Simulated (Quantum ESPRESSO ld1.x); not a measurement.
The mean radii <r> (bohr) of the occupied orbitals of an atom or ion are listed with their occupations. All-electron calculation, Dirac Kohn-Sham, BLYP, spin-unpolarised, spherical densities, point nucleus. Program: ld1.x of Quantum ESPRESSO 7.5.

| orbital | occ. | <r> |
|---|---|---|
| 1s1/2 | 2 | 0.04148 |
| 2s1/2 | 2 | 0.1832 |
| 2p1/2 | 2 | 0.1573 |
| 2p3/2 | 4 | 0.1613 |
| 3s1/2 | 2 | 0.5300 |
| 3p1/2 | 2 | 0.5331 |
| 3p3/2 | 4 | 0.5435 |
| 3d3/2 | 4 | 0.5515 |
| 3d5/2 | 6 | 0.5554 |
| 4s1/2 | 2 | 1.465 |
| 4p1/2 | 2 | 1.649 |
| 4p3/2 | 1 | 1.676 |

Name the element and its charge. Open shells, if any, fill j = l - 1/2 first.

Answer. Z = 36, krypton, charge +3: Kr3+ in [Ar] 3d10 4s2 4p3. The 1s radius gives Z: for a bare nucleus <r> = (2 gamma + 1)/(2Z) with gamma = sqrt(1 - (Z/c)^2), 0.04069 bohr for Z = 36, and screening makes it slightly larger (0.04148 here). The occupations add up to 33, and the charge is Z minus that.
